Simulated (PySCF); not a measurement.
Compound: C2H7PSi.
Atom-mapped SMILES: `[PH2:1][SiH:2]1[CH2:3][CH2:4]1` (hydrogens: H5, H6 on P1; H7 on Si2; H8, H9 on C3; H10, H11 on C4)

Cartesian coordinates in Å at the PBE0-D3(BJ)/def2-SVP level; atoms count from 1:
```
atom  x, y, z in Å
P1     2.0994   -0.2068    0.8358
Si2    0.3178   -0.1973   -0.5212
C3    -1.3356   -0.4610    0.3022
C4    -1.0434    0.9961   -0.0692
H5     2.9554    0.4983   -0.0654
H6     2.5733   -1.4907    0.4252
H7     0.4518   -0.5880   -1.9502
H8    -1.3588   -0.7041    1.3700
H9    -2.1260   -0.9675   -0.2624
H10   -1.6443    1.4318   -0.8749
H11   -0.8787    1.6946    0.7582
```

Level of theory: core-valence-separated Tamm–Dancoff BHandHLYP/aug-pcX-1 (pcseg-1 on H, def2-SVPD on Si, def2-SVPD on P) in PySCF, non-relativistic, gas phase, PBE0-D3(BJ)/def2-SVP geometry.

Computed carbon K-edge spectrum, Gaussian lines of 0.4 eV full width, highest printed point 100; it ends one width below the last computed root. The energies are unshifted.

| photon energy (eV) | absorption |
| --- | --- |
| 284.1 | 1 |
| 284.2 | 4 |
| 284.3 | 15 |
| 284.4 | 41 |
| 284.5 | 76 |
| 284.6 | 100 |
| 284.7 | 93 |
| 284.8 | 61 |
| 284.9 | 29 |
| 285.0 | 9 |
| 285.1 | 2 |
| 285.2 | 2 |
| 285.3 | 5 |
| 285.4 | 15 |
| 285.5 | 34 |
| 285.6 | 59 |
| 285.7 | 82 |
| 285.8 | 90 |
| 285.9 | 78 |
| 286.0 | 51 |
| 286.1 | 26 |
| 286.2 | 13 |
| 286.3 | 12 |

**Question.** Assign the maxima to core holes.

**Answer.** 2 maxima:
- 284.6 eV: C3/C4 (sp3 carbon bound to silicon), 284.63 eV, f = 0.066, sum of 2, 100 % of the height at the exact maximum
- 285.8 eV: C3/C4 (sp3 carbon bound to silicon), 285.85 eV, f = 0.043, sum of 2, 68 % of the height at the exact maximum; C3/C4 (sp3 carbon bound to silicon), 285.65 eV, f = 0.026, sum of 2, 32 % of the height at the exact maximum

Roots within 0.03 eV on the same or equivalent atoms count as one line; shares under 12 % aren't listed.

Vibrational structure and lifetime widths aren't in the curve. The ionisation threshold wasn't computed; near and above it a finite basis only mimics Rydberg series and continuum.

One conformer stands for the species.
